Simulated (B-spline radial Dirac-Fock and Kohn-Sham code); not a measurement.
Muonic X-ray lines of ¹⁰⁵Ag

Nucleus: ¹⁰⁵Ag, Fermi distribution (skin thickness 2.3 fm), rms radius 4.5269 fm (measured, Angeli and Marinova 2013).

Model: the Dirac equation of a negative muon with reduced mass in the field of a spherical finite nucleus, with the Uehling potential to all orders; nuclear polarisation, deformation, hyperfine structure, self-energy, higher-order vacuum polarisation, relativistic recoil and electron screening are left out. Program: a radial B-spline solver.

```csv
transition,energy (keV),"point nucleus, no QED (keV)"
2p3/2 → 1s1/2,3189,4838
2p1/2 → 1s1/2,3152,4789
3p3/2 → 1s1/2,4057,5705
3d5/2 → 2p3/2,869.2,871.5
3d3/2 → 2p1/2,901.7,916.2
4f7/2 → 3d5/2,304.8,303.3
4f5/2 → 3d3/2,308.4,307.0
5g9/2 → 4f7/2,140.6,140.1
6h11/2 → 5g9/2,76.19,76.02
```

The 2p fine-structure splitting is 37.15 keV, and 2s lies 225.4 keV above 2p1/2.

Values without a named source are computed, but for edge energies of neutral atoms, which are taken from tables.
